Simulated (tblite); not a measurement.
Species: C7H13F.
Atom-mapped SMILES: `[CH3:1][C:2]([CH3:3])([CH3:4])[C@@H:5]1[CH2:6][C@H:7]1[F:8]` (hydrogens: H9, H10, H11 on C1; H12, H13, H14 on C3; H15, H16, H17 on C4; H18 on C5; H19, H20 on C6; H21 on C7)

Computed with GFN2-xTB (tblite), gas phase: L-BFGS steps from a force-field or distance-geometry start until the largest atomic force falls under 0.01 eV/Å.

Step 0: E = -716.6471 eV
```
atom  x, y, z in Å  |  force x, y, z in eV/Å
C1     -1.1735   -0.3058    1.0685   -0.297   0.042   0.088
C2     -0.5180    0.1022   -0.2664   -0.306   0.026   0.358
C3     -1.0315   -0.8354   -1.3630   -0.575  -0.050  -0.321
C4     -0.9219    1.5538   -0.5957   -0.061   0.062   0.709
C5      1.0048    0.0142   -0.2342   -0.072   0.099  -0.195
C6      1.7649   -1.0529    0.5057    0.301   0.079   0.048
C7      1.8290    0.3773    0.9597    0.283  -0.033  -0.134
F8      3.0158    1.0606    0.7391   -0.588  -0.261   0.163
H9     -2.2681   -0.2213    0.9999    0.361   0.021  -0.125
H10    -0.9620   -1.3403    1.3465    0.089   0.148  -0.165
H11    -0.8654    0.3365    1.8954    0.060  -0.034  -0.177
H12    -0.6261   -0.5650   -2.3413   -0.030   0.035   0.166
H13    -2.1375   -0.7805   -1.4346    0.643  -0.016   0.078
H14    -0.7593   -1.8748   -1.1733    0.007   0.156   0.107
H15    -0.5606    2.2500    0.1803   -0.104  -0.366  -0.264
H16    -0.5026    1.8701   -1.5341    0.131   0.043  -0.360
H17    -2.0091    1.6546   -0.6448    0.179  -0.092  -0.021
H18     1.4227    0.3128   -1.1996    0.041  -0.095   0.301
H19     1.2423   -1.7563    1.1396    0.038   0.095  -0.107
H20     2.6645   -1.4575    0.0465   -0.276   0.083   0.057
H21     1.3828    0.6748    1.9052    0.177   0.059  -0.204
```

Step 1: E = -716.6768 eV
```
atom  x, y, z in Å  |  force x, y, z in eV/Å
C1     -1.1778   -0.3052    1.0698   -0.033  -0.009   0.068
C2     -0.5224    0.1026   -0.2613   -0.194  -0.044   0.112
C3     -1.0397   -0.8361   -1.3676   -0.020   0.021  -0.007
C4     -0.9228    1.5547   -0.5856    0.044  -0.049  -0.026
C5      1.0038    0.0156   -0.2370   -0.106  -0.027   0.102
C6      1.7692   -1.0518    0.5064    0.029   0.133   0.063
C7      1.8331    0.3768    0.9578   -0.038  -0.126  -0.089
F8      3.0074    1.0569    0.7414   -0.263  -0.080   0.086
H9     -2.2630   -0.2210    0.9981    0.093   0.036  -0.116
H10    -0.9607   -1.3382    1.3442    0.075   0.101  -0.134
H11    -0.8645    0.3360    1.8929    0.056   0.001  -0.110
H12    -0.6266   -0.5645   -2.3390   -0.019   0.057   0.083
H13    -2.1284   -0.7808   -1.4335    0.157  -0.001   0.024
H14    -0.7593   -1.8725   -1.1717   -0.017   0.149   0.083
H15    -0.5621    2.2448    0.1765    0.010  -0.126   0.017
H16    -0.5007    1.8707   -1.5392   -0.022  -0.079   0.030
H17    -2.0065    1.6533   -0.6451    0.078  -0.064   0.007
H18     1.4233    0.3114   -1.1953    0.072  -0.042   0.126
H19     1.2428   -1.7550    1.1381    0.047   0.101  -0.102
H20     2.6605   -1.4563    0.0473   -0.095   0.008  -0.035
H21     1.3853    0.6756    1.9023    0.146   0.042  -0.183
```

**Question.** Estimate the geometry and energy of step 2. (The exact step hangs on the optimiser's Hessian estimate; all steps are aligned on step 1, rigid shifts and turns removed.)

**Answer.** E = -716.6844 eV, largest force 0.165 eV/Å
```
atom  x, y, z in Å  |  force x, y, z in eV/Å
C1     -1.1791   -0.3053    1.0712    0.024   0.010   0.001
C2     -0.5267    0.1018   -0.2584   -0.039  -0.032  -0.005
C3     -1.0414   -0.8358   -1.3685    0.122   0.058   0.095
C4     -0.9222    1.5539   -0.5844    0.020  -0.085  -0.095
C5      1.0016    0.0153   -0.2355   -0.140  -0.031   0.049
C6      1.7705   -1.0491    0.5077   -0.016  -0.008   0.012
C7      1.8330    0.3744    0.9558   -0.118  -0.039   0.010
F8      3.0012    1.0549    0.7434   -0.086   0.014   0.027
H9     -2.2604   -0.2203    0.9957   -0.021   0.034  -0.090
H10    -0.9591   -1.3360    1.3413    0.075   0.023  -0.094
H11    -0.8633    0.3359    1.8904    0.061   0.035  -0.047
H12    -0.6270   -0.5634   -2.3370    0.004   0.071   0.039
H13    -2.1240   -0.7808   -1.4329   -0.039   0.004   0.001
H14    -0.7595   -1.8694   -1.1700   -0.003   0.085   0.078
H15    -0.5622    2.2416    0.1762    0.038  -0.066   0.072
H16    -0.5008    1.8693   -1.5395   -0.020  -0.091   0.055
H17    -2.0047    1.6519   -0.6450    0.032  -0.046   0.007
H18     1.4247    0.3104   -1.1923    0.043  -0.036   0.106
H19     1.2438   -1.7529    1.1359    0.025   0.066  -0.057
H20     2.6581   -1.4559    0.0468   -0.050  -0.001  -0.057
H21     1.3884    0.6765    1.8984    0.086   0.038  -0.106
```

The energy changes by -0.0076 eV. The first-order estimate −F·Δx gives -0.0111 eV and the mean of the old and new forces, exact on a quadratic surface, -0.0076 eV. The step makes an angle of 12° with the force vector and moves no atom by more than 0.007 Å.

What follows is the cost of the whole relaxation. On one thread, Arm Neoverse V2 (aarch64), shared host, this took 0.1 s of wall time.
